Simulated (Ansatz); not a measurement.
Computed with Ansatz on PBE0-D4/def2-TZVP structures; ΔE is electronic, products minus reactants. CBS: MP2 limit from def2 TZ/QZ plus the TZ coupled-cluster correction, frozen cores. DFT in def2-TZVPP. For Ga outer-core shells are correlated without core-valence functions, which leaves a few kJ/mol of doubt a bond. Scalar relativity is left out up to krypton. Each species was taken in one conformer, which may not be the lowest.

Reaction (ligand exchange at a Ga–C bond): `N[SiH2][CH2][GaH2]` + `[NH2][Ga]([F])[F]` → `[F][Ga]([F])[NH][GaH2]` + `C[SiH2]N`

```json
{"level": "PBE", "ΔE (kJ/mol)": "-60.1"}
{"level": "BLYP", "ΔE (kJ/mol)": "-67.9"}
```

What does CCSD(T)/CBS give? (An estimate is asked.)

Computed: -62.1 kJ/mol. The listed levels differ from it by 2.0, -5.8 kJ/mol.

Largest T1 diagnostic among the species: 0.014.

At CCSD(T), def2-SVP lies −13.0 kJ/mol from the extrapolated value and def2-TZVPP −2.1 kJ/mol. Leaving LDA and LC-ωPBE aside and taking each functional with its dispersion term where it has one, the values, not all of them listed here, spread over 9.5 kJ/mol, from B2PLYP to PBE0-D4.

CCSD(T)/CBS has its own doubt, a few kJ/mol and more with outer-core shells, so smaller differences from it don't rank the levels.
